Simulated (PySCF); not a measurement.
Two-component Hartree-Fock for Nd⁴⁴⁺ (neodymium, charge +44)

Start: [Ne] 3s2 3p4; 3p1/2 filled at m_j = -1/2, +1/2; 3p3/2 filled at m_j = +1/2, +3/2. Calculated with PySCF 2.14 in an even-tempered Gaussian basis (18 s from 10 bohr⁻², ratio 2.4; 14 p from 13 bohr⁻², ratio 2.4; 4 d from 49 bohr⁻², ratio 2.6; 4 f from 73 bohr⁻², ratio 2.6): generalised Hartree-Fock with the X2C-1e Hamiltonian and a Gaussian nucleus; one run each with spin-orbit coupling (SO) switched off, then screened by Boettger's factors.

```
spinor shell  electrons  ε, spin-free (eV)  ε, screened SO (eV)  weight of nominal j (screened SO)  rms radius, screened SO (bohr)
       1s1/2          2           -46592.2             -46582.3                              1.000                          0.0269
       2s1/2          2            -9882.9              -9878.7                              1.000                           0.108
       2p1/2          2            -9131.2              -9505.8                              1.000                          0.0922
       3s1/2          2            -3838.6              -3836.9                              1.000                           0.260
       3p1/2          2            -3610.9              -3698.0                              0.998                           0.249
       3p3/2          2            -3610.9              -3569.9                              0.999                           0.258
```

Problem. Where does 2p3/2 lie, and what is the 2p spin-orbit splitting (screened SO)?

Solution. At -8964.0 eV, 541.79 eV above 2p1/2.

```json
{"quantity": "E (hartree)", "spin-free": "-7850.27466", "screened SO": "-7857.83716"}
{"quantity": "M_J", "spin-free": "2", "screened SO": "2"}
{"quantity": "⟨J²⟩", "spin-free": "6.001", "screened SO": "6.002"}
{"quantity": "⟨L²⟩", "spin-free": "2.000", "screened SO": "3.193"}
{"quantity": "⟨S²⟩", "spin-free": "2.000", "screened SO": "1.426"}
```

Each row is a mean over spinors that exchange with the open shell spreads, by up to 30.899 eV (3s1/2).

Breit and QED terms are absent; they matter most for the inner s and p1/2 levels.

Densities and radii are taken from the X2C orbitals without a picture-change correction, which distorts them close to the nucleus.

Without spin-orbit coupling the j labels of p, d and f shells carry no meaning; the spin-free column gives the mean over the occupied spinors of each nl shell.
